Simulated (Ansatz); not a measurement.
Start from `F/C=C\C=C(F)F` and change one atom or group to get `FC(F)=CCl`.

Ansatz, PBE0-D4/def2-TZVP geometries, multiplicity 1. Each molecule was computed in one conformer, which needn't be the lowest.

```
                                                                                  property  `F/C=C\C=C(F)F`
                                          size of the dipole moment (B3LYP/def2-TZVPP) / D             1.13
                                                     LUMO energy (ωB97M-V/def2-TZVPP) / eV             1.43
                                        size of the dipole moment (ωB97M-V/def2-TZVPP) / D             1.13
                                                   HOMO–LUMO gap (ωB97M-V/def2-TZVPP) / eV            10.24
ideal-gas entropy at 298 K and 1 bar (rigid rotor, harmonic PBE0-D4/def2-TZVP) / J/(mol·K)              343
                                                      HOMO–LUMO gap (PBE0/def2-TZVPP) / eV             6.02
```

(1) What does the change do to each property? (Estimate.)

Results:

(1) The calculation gave: 
```json
{"property": "size of the dipole moment (B3LYP/def2-TZVPP) / D", "`FC(F)=CCl`": "0.98", "shift": "-0.15"}
{"property": "LUMO energy (ωB97M-V/def2-TZVPP) / eV", "`FC(F)=CCl`": "2.42", "shift": "0.99"}
{"property": "size of the dipole moment (ωB97M-V/def2-TZVPP) / D", "`FC(F)=CCl`": "0.98", "shift": "-0.15"}
{"property": "HOMO–LUMO gap (ωB97M-V/def2-TZVPP) / eV", "`FC(F)=CCl`": "12.04", "shift": "1.80"}
{"property": "ideal-gas entropy at 298 K and 1 bar (rigid rotor, harmonic PBE0-D4/def2-TZVP) / J/(mol·K)", "`FC(F)=CCl`": "302", "shift": "-41"}
{"property": "HOMO–LUMO gap (PBE0/def2-TZVPP) / eV", "`FC(F)=CCl`": "7.60", "shift": "1.58"}
```

With PBE0 the HOMO falls by 0.71 eV and the LUMO rises by 0.87 eV, so the gap widens by about 1.58 eV. PBE moves the HOMO by -0.55 eV and ωB97M-V by -0.81 eV. The zero-point energy changes by -92.6 kJ/mol with -12 modes. Dipoles are sizes alone; their direction can turn.

B3LYP here is the variant with VWN-RPA as its local correlation; programs differ in this.
